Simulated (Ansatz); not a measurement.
C₃H₈AlCl. The species carries charge 0 and has multiplicity 1. The bonds changed during the relaxation, so this is another structure than the one it started from. The geometry is a stationary point of PBE0-D4/def2-TZVP.

```xyz
13

C    -1.211    0.629   -0.645
C    -0.044   -0.029    0.029
C     0.250    0.507    1.400
Al    1.308   -1.042   -0.996
Cl   -0.521   -1.911    0.258
H    -1.463    0.159   -1.596
H    -0.926    1.666   -0.855
H    -2.105    0.653   -0.012
H     0.599    1.538    1.280
H     1.039   -0.051    1.905
H    -0.637    0.529    2.042
H     2.669   -1.392   -0.265
H     1.042   -1.256   -2.544
```

**Question.** What is the dipole moment at B3LYP/def2-TZVPP? (Estimate.)

**Answer.** Ansatz gave: 2.31 D, with components (-0.83, 2.03, 0.72) D in this frame, pointing from negative to positive charge.

**Question.** And with PBE, r2SCAN, ωB97M-V? (Best estimate.)

**Answer.** The calculation gave: PBE 2.30 D, r2SCAN 2.39 D, ωB97M-V 2.32 D.

**Question.** Give the Mulliken charges with B3LYP, PBE, r2SCAN in def2-TZVPP. (An estimate is asked.)

**Answer.** The calculation gave: 
| atom | B3LYP | PBE | r2SCAN |
| --- | --- | --- | --- |
| C1 | -0.25 | -0.25 | -0.15 |
| C2 | 0.05 | 0.05 | 0.05 |
| C3 | -0.25 | -0.25 | -0.15 |
| Al4 | 0.40 | 0.31 | 0.44 |
| Cl5 | -0.18 | -0.14 | -0.18 |
| H6 | 0.11 | 0.11 | 0.07 |
| H7 | 0.09 | 0.09 | 0.06 |
| H8 | 0.09 | 0.08 | 0.05 |
| H9 | 0.09 | 0.09 | 0.06 |
| H10 | 0.11 | 0.11 | 0.07 |
| H11 | 0.09 | 0.08 | 0.05 |
| H12 | -0.16 | -0.14 | -0.17 |
| H13 | -0.16 | -0.14 | -0.17 |

B3LYP here is the variant with VWN-RPA as its local correlation; programs differ in this.
